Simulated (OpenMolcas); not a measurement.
A run on Pd3+ with its 6 nearest fluoride ions at 2.015 Å, on the Y site of Cs2NaYF6 (a = 9.075 Å, distance in the model lattice 2.178 Å). The rest of the host is ab initio model potentials to 7.6 Å, with orthogonalisation functions on the cations behind the ligands, and point charges beyond; the distance is set by hand and nothing relaxes. Ligand basis ANO-RCC-VDZP.

- Program: OpenMolcas
- Method: CASSCF
- Basis: ANO-RCC-VDZP [6s5p3d1f]
- Scalar Hamiltonian: DKH2, point nucleus
- Active space: 7 electrons in 5 orbitals (4d)
- State averaging: 2S+1 = 4 even, 10 roots; 2S+1 = 2 even, 40 roots
- Spin-orbit coupling: RASSI with atomic mean-field integrals over the reference wave functions

151 basis functions. Blocks (2S+1, parity, CSFs, roots kept): 4, even, 10, 10; 2, even, 40, 40.

Task: How long do the RASSCF and RASSI steps take on 1 thread of Arm Neoverse V2 (shared host)?

Result: About 25 s of wall time, without the integral step.
